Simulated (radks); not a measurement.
Effect of the nuclear size on neutral cobalt, [Ar] 3d7 4s2. Method: Dirac Kohn-Sham, relativistic LDA (MacDonald-Vosko exchange, VWN5 correlation), spin-unpolarised, spherical densities, finite nucleus; open shells fill j = l - 1/2 first; Fermi nuclear charge, rms radius 3.7875 fm; computed with a radial shooting solver on a logarithmic mesh with Libxc functionals. The rms radius is varied about that value; shifts are against it.

rms radius (fm) = 3.3065: total energy shift (eV) -0.0318; density at nucleus (e/bohr^3) 1.717e+04; 1s1/2 shift (meV) -13.4; 2s1/2 shift (meV) -1.23; 3s1/2 shift (meV) -0.175
rms radius (fm) = 3.458: total energy shift (eV) -0.0222; density at nucleus (e/bohr^3) 1.714e+04; 1s1/2 shift (meV) -9.40; 2s1/2 shift (meV) -0.859; 3s1/2 shift (meV) -0.122
rms radius (fm) = 3.7875: total energy shift (eV) 0; density at nucleus (e/bohr^3) 1.707e+04; 1s1/2 shift (meV) 0.000; 2s1/2 shift (meV) 0.000; 3s1/2 shift (meV) 0.000
rms radius (fm) = 3.9958: total energy shift (eV) 0.0150; density at nucleus (e/bohr^3) 1.703e+04; 1s1/2 shift (meV) 6.36; 2s1/2 shift (meV) 0.582; 3s1/2 shift (meV) 0.083
rms radius (fm) = 4.4162: total energy shift (eV) 0.0477; density at nucleus (e/bohr^3) 1.695e+04; 1s1/2 shift (meV) 20.2; 2s1/2 shift (meV) 1.85; 3s1/2 shift (meV) 0.262

Slopes of the eigenvalues against <r^2> in GHz/fm^2, as finite differences over the two radii next to the reference (eigenvalue slopes, not the field-shift constants of lines): 1s1/2 951, 2s1/2 86.9, 3s1/2 12.4.
